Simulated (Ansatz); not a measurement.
Stepwise reaction of `[SeH][Hf]([SeH])([SeH])[SeH]` with hydrogen fluoride, as a gas-phase model of exchange steps in deposition or etching. ΔE in kJ/mol.

Program: Ansatz. Geometries: PBE0-D4/def2-TZVP. ΔE: electronic, gas phase. CCSD(T)/CBS is the MP2 limit (def2-TZVPP, def2-QZVPP) plus CCSD(T) − MP2 in def2-TZVPP, frozen cores. This one scheme is used for every species. Functionals use def2-TZVPP. B3LYP here is the variant with VWN-RPA as its local correlation; programs differ in this. def2 core potentials past Kr. For Hf, Se outer-core shells are correlated without core-valence functions, which leaves a few kJ/mol of doubt a bond. Scalar relativity is left out up to krypton. One conformer a species, not always the lowest.

| step | reaction | PBE-D4 | B3LYP-D4 | ωB97M-V | CCSD(T)/CBS |
| --- | --- | --- | --- | --- | --- |
| 1 | `[SeH][Hf]([SeH])([SeH])[SeH]` + H–F → `[F][Hf]([SeH])([SeH])[SeH]` + H₂Se | -75.0 | -80.5 | -83.8 | -62.9 |
| 3 | `[F][Hf]([F])([SeH])[SeH]` + H–F → `[F][Hf]([F])([F])[SeH]` + H₂Se | -79.8 | -86.1 | -86.4 | -71.5 |
| 4 | `[F][Hf]([F])([F])[SeH]` + H–F → `[F][Hf]([F])([F])[F]` + H₂Se | -81.8 | -88.1 | -86.1 | -74.3 |

**Question.** Give the row of step 2, `[F][Hf]([SeH])([SeH])[SeH]` + H–F → `[F][Hf]([F])([SeH])[SeH]` + H₂Se. (An estimate is asked.)

**Answer.** The calculation gave: 
```
step                                                                reaction  PBE-D4  B3LYP-D4  ωB97M-V  CCSD(T)/CBS
   2  `[F][Hf]([SeH])([SeH])[SeH]` + H–F → `[F][Hf]([F])([SeH])[SeH]` + H₂Se   -82.0     -89.3    -89.0        -71.5
```

**Question.** By hand: ΔE of the 4 steps together at CCSD(T)/CBS.

**Answer.** (-62.9) + (-71.5) + (-71.5) + (-74.3) = -280.2 kJ/mol, or -70.0 kJ/mol a step.

In ΔE step 4 is the lowest and step 1 the highest. All are downhill at CCSD(T)/CBS. PBE-D4 differs from CCSD(T)/CBS by -12.1 to -7.5 kJ/mol a step. Isolated molecules leave out the surface, adducts and barriers. Largest T1 diagnostic: 0.016.
